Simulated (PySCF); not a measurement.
Compound: 1-bromopentane, C5H11Br.
Structure used (PBE0-D3(BJ)/def2-SVP), in Å, numbered top down from 1:
```xyz
17
C5H11Br angstrom
C      2.4057    0.0338   -0.5493
C      1.1254   -0.4274    0.1281
C     -0.1334   -0.0261   -0.6282
C     -1.4146   -0.4976    0.0418
C     -2.6885   -0.1114   -0.6763
Br    -2.9915    1.8170   -0.6969
H      2.5021   -0.3982   -1.5585
H      3.2976   -0.2599    0.0244
H      2.4259    1.1299   -0.6591
H      1.0775   -0.0143    1.1512
H      1.1448   -1.5251    0.2509
H     -0.1654    1.0718   -0.7353
H     -0.0902   -0.4287   -1.6569
H     -1.4108   -1.6015    0.1095
H     -1.4563   -0.1287    1.0807
H     -3.5765   -0.5379   -0.1935
H     -2.6763   -0.4181   -1.7313
```

Method used: TDDFT CAM-B3LYP/def2-SVPD, vertical, gas phase, core orbitals frozen in the response (PySCF 2.14.0, density-fitted response routines). The CAM-B3LYP/def2-SVPD calculation is non-relativistic and has no spin–orbit coupling, an omission that weighs most on bromine.

Ground-to-excited transition dipoles (e·a0, same axes as the geometry; the sign carries no meaning), for the states with f of 0.002 or more among the lowest 9:

| state | E (hartree) | μx | μy | μz |
| --- | --- | --- | --- | --- |
| S3 | 0.2773 | 0.392 | -0.028 | -0.342 |
| S4 | 0.2812 | 0.485 | -0.154 | 0.401 |
| S5 | 0.3033 | 0.098 | -0.277 | -0.019 |
| S6 | 0.3041 | -0.091 | -0.137 | 0.209 |
| S7 | 0.3066 | -0.114 | 0.300 | 0.003 |
| S8 | 0.3088 | 0.000 | -0.524 | -0.162 |
| S9 | 0.3170 | -0.321 | 0.147 | 0.129 |

Task: What oscillator strength does each state have?

Result: f = (2/3) ΔE |μ|² with ΔE in hartree (27.2114 eV).

```json
{"state": "S3", "|μ|² (au)": "0.271", "|μ| (D)": "1.32", "f": "0.050"}
{"state": "S4", "|μ|² (au)": "0.420", "|μ| (D)": "1.65", "f": "0.079"}
{"state": "S5", "|μ|² (au)": "0.086", "|μ| (D)": "0.75", "f": "0.017"}
{"state": "S6", "|μ|² (au)": "0.071", "|μ| (D)": "0.68", "f": "0.014"}
{"state": "S7", "|μ|² (au)": "0.103", "|μ| (D)": "0.82", "f": "0.021"}
{"state": "S8", "|μ|² (au)": "0.300", "|μ| (D)": "1.39", "f": "0.062"}
{"state": "S9", "|μ|² (au)": "0.141", "|μ| (D)": "0.96", "f": "0.030"}
```

Task: What angle do the transition dipoles of S3 and S7 make?

Result: |cos θ| = |μa·μb| / (|μa| |μb|) = 0.32, so θ ≈ 71° (taken between 0 and 90°, since the signs are arbitrary).

Task: How is the summed strength of these states shared among x, y and z?

Result: (2/3) Σ ΔE μα² gives 0.101 for x, 0.103 for y and 0.070 for z, 0.274 in all.

Task: What peak molar absorption coefficient would the strongest computed level give as a lone Gaussian band 0.3 eV wide at half height?

Result: ε(max) = 2.175×10⁸ f / FWHM, with the width in cm⁻¹. S4: 2.175×10⁸ × 0.0787 / 2420 ≈ 7100 L mol⁻¹ cm⁻¹.

The vertical ionisation energy (ΔSCF) is 10.22 eV, 1.60 eV above S9.

One conformer stands for the species.

Without π bonds the low states may be Rydberg-like; a valence basis with one diffuse set may place them up to an eV too high.
